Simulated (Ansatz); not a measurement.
The cluster Si₂W₂. Total charge 0; triplet. Geometry PBE0-D4/def2-SVPD, that of the charge -1 doublet; atoms count from 1.

Cartesian coordinates in Å:
```
W -0.566 -1.322 0.992
W 0.732 -0.895 -0.733
Si 0.207 1.017 0.994
Si -0.374 1.200 -1.252
```

In the def2 sets W takes a core potential; there is no spin–orbit coupling. The charge 0 triplet is spin-contaminated (final ⟨S²⟩ up to 2.31, 2.00 for a pure state). At PBE0-D4/def2-TZVPD a singlet of charge 0 lies 0.17 eV below the triplet at the same geometry. The structure comes from a short search, and lower isomers may exist.

Question: Estimate the Mulliken populations from the PBE0/def2-TZVPD orbitals of Ansatz.

Answer: 
```csv
atom,charge (e),spin (α − β),d electrons
W1,0.13,1.78,4.61
W2,0.19,0.34,4.66
Si3,-0.23,-0.20,–
Si4,-0.09,0.08,–
```
Mulliken values and Mayer orders depend strongly on the basis. With diffuse functions, as here, like atoms can get unlike values, and bond orders can come out too low or too high.

Question: Where does the spin sit?

Answer: Summed by element: W 2.12, Si -0.12, of 2 unpaired in all. Largest on single atoms: W1 1.78, W2 0.34, Si3 -0.20.

Question: And the Mayer bond orders between bonded heavy atoms (over 0.3)?

Answer: W1–W2 3.13 (2.20 Å); W1–Si3 1.28 (2.46 Å); W2–Si3 0.86 (2.63 Å); W2–Si4 1.41 (2.42 Å); Si3–Si4 0.88 (2.33 Å). Values over 0.3 also appear between atoms too far apart for a bond (W1–Si4 0.39 at 3.38 Å); they arise where an orbital or an unpaired electron spreads over both atoms.
